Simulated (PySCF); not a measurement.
The vertical singlet excitations below were computed for one of the candidates. Level of theory: TDDFT PBE0/def2-SVPD, vertical, gas phase, core orbitals frozen in the response in PySCF 2.14.0, density-fitted response routines. Geometries: GFN2-xTB, one conformer each.

```json
{"state": "S1", "ν̃ (cm⁻¹)": "52760", "f": "0.147", "main configurations (H = HOMO, L = LUMO)": "H-1→L (46%), H→L (42%)"}
{"state": "S2", "ν̃ (cm⁻¹)": "54600", "f": "0.0006", "main configurations (H = HOMO, L = LUMO)": "H→L+1 (69%), H-1→L+1 (24%)"}
{"state": "S3", "ν̃ (cm⁻¹)": "54830", "f": "0.011", "main configurations (H = HOMO, L = LUMO)": "H-1→L+1 (64%), H→L+1 (28%)"}
{"state": "S4", "ν̃ (cm⁻¹)": "55530", "f": "0.147", "main configurations (H = HOMO, L = LUMO)": "H→L (48%), H-1→L (40%)"}
{"state": "S5", "ν̃ (cm⁻¹)": "56510", "f": "0.0058", "main configurations (H = HOMO, L = LUMO)": "H-2→L (97%)"}
{"state": "S6", "ν̃ (cm⁻¹)": "58840", "f": "0.0038", "main configurations (H = HOMO, L = LUMO)": "H→L+2 (93%)"}
```

Triplets computed (Tamm–Dancoff): 4.73, 5.29 eV.

Orbital energies (eV): HOMO-3 -9.14, HOMO-2 -8.41, HOMO-1 -7.16, HOMO -7.11, LUMO 0.41, LUMO+1 0.77, LUMO+2 1.23.

Task: Which structure fits? All have the formula C6H7FN2.
A. `CCc1cnc(F)cn1`
B. `Cc1cc(F)c(C)nn1`
C. `FC1=CC=NN1C1CC1`
D. `[H]/N=C1\CCC[C@]1(F)C#N`

Result: C. Its S1, at 6.54 eV, is the highest among the candidates; the nearest of the others has S1 at 4.66 eV. S1 is HOMO-1→LUMO (46%), HOMO→LUMO (42%). Löwdin shares by element: HOMO nitrogen 32%, carbon 30% or more (atoms not listed hold the other 38%); LUMO nitrogen 41%, carbon 34% or more (atoms not listed hold the other 26%). At the same level the other candidates give, for their lowest levels:
- `CCc1cnc(F)cn1`: 4.30 eV (f 0.004); 5.19 eV (f 0.061); 5.20 eV (f 0.059); 5.74 eV (f 0.000); 6.35 eV (f 0.169); T1 3.62 eV; HOMO -7.72, LUMO -1.70 eV
- `[H]/N=C1\CCC[C@]1(F)C#N`: 4.66 eV (f 0.004); 6.57 eV (f 0.001); 6.93 eV (f 0.004); 7.08 eV (f 0.078); 7.19 eV (f 0.044); T1 3.94 eV; HOMO -7.96, LUMO -1.49 eV
- `Cc1cc(F)c(C)nn1`: 3.61 eV (f 0.003); 4.22 eV (f 0.000); 5.52 eV (f 0.039); 5.94 eV (f 0.000); 6.32 eV (f 0.020); T1 2.86 eV; HOMO -6.69, LUMO -1.39 eV

Shape of the structure used: `[F:1][c:2]1[cH:3][cH:4][n:5][n:6]1[CH:7]1[CH2:8][CH2:9]1`: N5–N6–C7–C8 -34°.
